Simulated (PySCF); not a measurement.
The numbers are results of B3LYP-D3(BJ)/def2-TZVP in PySCF, not measurements. All species are isolated molecules in the gas phase. One relaxed conformer stands for a flexible species; it need not be the lowest. B3LYP has the VWN-RPA correlation part, as in Gaussian. Excitations are Tamm–Dancoff values on a coarser integration grid. The basis has no diffuse functions, so Rydberg states are missing or too high.

Reference species (SMILES): `C=CO[SiH3]` (C–C–O–Si torsion 180°) (neutral, multiplicity 1).

| Property | Value |
|---|---|
| HOMO–LUMO gap | 6.66 eV |
| T1 excitation (TDA) | 4.31 eV |

Changed species: `C[Si](=O)C`.

### Question
Predict the effect on the HOMO–LUMO gap and T1 excitation (TDA).

### Answer
the HOMO–LUMO gap decreases by 0.46 eV, to 6.20 eV; the T1 excitation (TDA) goes up by 0.02 eV, to 4.33 eV.
